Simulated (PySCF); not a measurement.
Molfile (atoms numbered from 1):
```
C4H13PSi2
     RDKit          3D

 20 20  0  0  0  0  0  0  0  0999 V2000
   -1.2922    2.5422    0.0660 C   0  0  0  0  0  0  0  0  0  0  0  0
   -0.4896    1.0824   -0.8155 Si  0  0  2  0  0  4  0  0  0  0  0  0
   -1.5199   -0.5158   -0.6420 C   0  0  0  0  0  0  0  0  0  0  0  0
   -1.0608   -1.2823    0.6073 C   0  0  0  0  0  0  0  0  0  0  0  0
    0.4570   -1.5163    0.6035 C   0  0  0  0  0  0  0  0  0  0  0  0
    1.3343    0.1595    0.3380 Si  0  0  1  0  0  4  0  0  0  0  0  0
    3.2060   -0.1107   -0.9117 P   0  0  0  0  0  0  0  0  0  0  0  0
   -2.2410    2.8237   -0.4174 H   0  0  0  0  0  0  0  0  0  0  0  0
   -0.6312    3.4221    0.0607 H   0  0  0  0  0  0  0  0  0  0  0  0
   -1.5039    2.2855    1.1156 H   0  0  0  0  0  0  0  0  0  0  0  0
   -0.2356    1.4216   -2.2520 H   0  0  0  0  0  0  0  0  0  0  0  0
   -2.6011   -0.3011   -0.6097 H   0  0  0  0  0  0  0  0  0  0  0  0
   -1.3476   -1.1336   -1.5411 H   0  0  0  0  0  0  0  0  0  0  0  0
   -1.5957   -2.2445    0.6886 H   0  0  0  0  0  0  0  0  0  0  0  0
   -1.3395   -0.7094    1.5112 H   0  0  0  0  0  0  0  0  0  0  0  0
    0.7955   -2.0235    1.5207 H   0  0  0  0  0  0  0  0  0  0  0  0
    0.7298   -2.1715   -0.2433 H   0  0  0  0  0  0  0  0  0  0  0  0
    1.6063    0.8301    1.6527 H   0  0  0  0  0  0  0  0  0  0  0  0
    3.5896    1.2644   -0.8354 H   0  0  0  0  0  0  0  0  0  0  0  0
    4.0450   -0.4991    0.1801 H   0  0  0  0  0  0  0  0  0  0  0  0
  1  2  1  0
  2  3  1  0
  3  4  1  0
  4  5  1  0
  5  6  1  0
  6  7  1  0
  6  2  1  0
  1  8  1  0
  1  9  1  0
  1 10  1  0
  2 11  1  6
  3 12  1  0
  3 13  1  0
  4 14  1  0
  4 15  1  0
  5 16  1  0
  5 17  1  0
  6 18  1  1
  7 19  1  0
  7 20  1  0
M  END
```

Geometry: PBE0-D3(BJ)/def2-SVP; GIAO shifts from PySCF, gas phase, non-relativistic, averaged over equivalent atoms.

At KT3/pcSseg-1 (205 basis functions, 71 s wall time on 1 thread of an Intel Xeon Platinum 8259CL, shared host):
```
    atoms  δ (ppm)
       C4     29.9
       C5     19.6
       C3     18.0
       C1     -4.6
      Si2    -26.6
      Si6    -38.3
       P7   -259.3
      H18     4.20
      H11     3.94
      H14     2.40
  H19/H20     1.82
      H16     1.62
      H15     1.18
      H12     1.18
      H13     0.64
      H17     0.43
H8/H9/H10     0.27
```

Referencing at the same level of theory: 13C (182.31 ppm), 29Si (365.51 ppm), 1H (31.32 ppm) against TMS; 31P (332.35 ppm) vs H3PO4.

What do these become at PBE0/pcSseg-1?

Results:


```json
{"atoms": "C4", "δ at PBE0/pcSseg-1": "27.5", "change": "-2.4"}
{"atoms": "C5", "δ at PBE0/pcSseg-1": "18.0", "change": "-1.6"}
{"atoms": "C3", "δ at PBE0/pcSseg-1": "16.5", "change": "-1.5"}
{"atoms": "C1", "δ at PBE0/pcSseg-1": "-5.8", "change": "-1.2"}
{"atoms": "Si2", "δ at PBE0/pcSseg-1": "-27.9", "change": "-1.3"}
{"atoms": "Si6", "δ at PBE0/pcSseg-1": "-40.1", "change": "-1.8"}
{"atoms": "P7", "δ at PBE0/pcSseg-1": "-286.2", "change": "-26.9"}
{"atoms": "H18", "δ at PBE0/pcSseg-1": "4.26", "change": "+0.06"}
{"atoms": "H11", "δ at PBE0/pcSseg-1": "4.06", "change": "+0.12"}
{"atoms": "H14", "δ at PBE0/pcSseg-1": "2.27", "change": "-0.13"}
{"atoms": "H19/H20", "δ at PBE0/pcSseg-1": "1.88", "change": "+0.06"}
{"atoms": "H16", "δ at PBE0/pcSseg-1": "1.50", "change": "-0.12"}
{"atoms": "H15", "δ at PBE0/pcSseg-1": "1.10", "change": "-0.08"}
{"atoms": "H12", "δ at PBE0/pcSseg-1": "1.06", "change": "-0.12"}
{"atoms": "H13", "δ at PBE0/pcSseg-1": "0.57", "change": "-0.07"}
{"atoms": "H17", "δ at PBE0/pcSseg-1": "0.36", "change": "-0.07"}
{"atoms": "H8/H9/H10", "δ at PBE0/pcSseg-1": "0.24", "change": "-0.03"}
```

δ = σ(ref) − σ, references computed at the same level: 13C (184.41 ppm) and 29Si (351.99 ppm) and 1H (31.27 ppm) vs TMS; 31P (310.13 ppm) vs H3PO4.

The largest change is at P7 (phosphorus bonded to Si, 2 H). Cost: 205 basis functions, 48 s wall time on 1 thread of an Intel Xeon Platinum 8259CL, shared host. The order of the carbon signals is the same at both levels.

Experimental scales use liquid or dissolved standards, which lie at an offset from isolated H3PO4.
